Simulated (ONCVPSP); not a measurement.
# Ranking ONCV potentials for S (Z = 16)

All share these settings but for the change named:

- Element: S
- Generator: ONCVPSP 4.0.1
- Type: optimised norm-conserving Vanderbilt (ONCV)
- Functional: PBE
- Relativity: scalar-relativistic
- Frozen core: [Ne]
- Valence charge: 6
- Reference configuration: 3s1.75 3p4.25
- Partial waves: 3s: rc 1.30 bohr, ncon 4, nbas 8, qcut 6.2 1/bohr, 2 projectors, debl 3.8 Ha; 3p: rc 1.40 bohr, ncon 5, nbas 10, qcut 5.4 1/bohr, 2 projectors, debl 2.7 Ha; d scattering state at 0.12 Ha: rc 1.25 bohr, ncon 3, nbas 6, qcut 6.9 1/bohr, 2 projectors, debl 2.6 Ha
- Local potential: polynomial inside 0.85 bohr (lpopt 5, dvloc0 2 Ha)
- Core correction: Teter function, fcfact 5.5, rcfact 1.2

Test errors are all-electron minus pseudo excitation energies from the reference, over 3s2 3p4; 3s2 3p3; 3s2 3p2; 3s0 3p6. None of these files shows a bound ghost.

The base gives 7.7 meV.

Of 9 variants that were run, those that failed, showed a ghost or another fault, or gave nearly equal values are left out.

A variant can come out equal or close to the base, since the largest error may sit in a test that the change hardly touches while other tests move.

Task: Rank these variants by their largest absolute test error, smallest first.
A. core correction Teter function, fcfact 5.5, rcfact 1.3
B. core correction Teter function, fcfact 3.2, rcfact 1.2
C. d: qcut 5.7

Result: B (4.6 meV), C (7.7 meV), A (11.1 meV).
